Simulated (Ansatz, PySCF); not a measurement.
Zn(Me)(GeH3) (CH₆GeZn), SMILES [CH3][Zn][GeH3].

Geometry optimised at B3LYP-D3(BJ)/def2-SVP. The structure was generated by enumeration; whether it is a known compound was not checked.

Vertical ionisation energy (IE) and electron affinity (EA) in eV. Rows of orbital energies are one-electron estimates. Where ΔSCF, EOM or ADC give a negative EA the extra electron is unbound and the value depends on the basis.

| level | IE | EA |
|---|---|---|
| −ε(HOMO), −ε(LUMO), M06-2X/def2-TZVPD (PySCF) | 7.93 | 0.43 |
| −ε(HOMO), −ε(LUMO), PBE/def2-TZVPD (PySCF) | 6.02 | 1.46 |
| ΔSCF, PBE0/def2-SVPD (Ansatz), final states of multiplicity 2 and 2 | 8.94 | -0.61 |
| ΔSCF, PBE/def2-SVPD (Ansatz), final states of multiplicity 2 and 2 | 8.80 | -0.57 |

What vertical singlet–triplet gap does ΔSCF give with PBE0/def2-SVPD (Ansatz, an electronic-structure program) and with PBE/def2-SVPD (Ansatz)? (An estimate is asked for; the answer gives what the named calculation found.)

4.55 and 4.39 eV (triplet above singlet where positive).
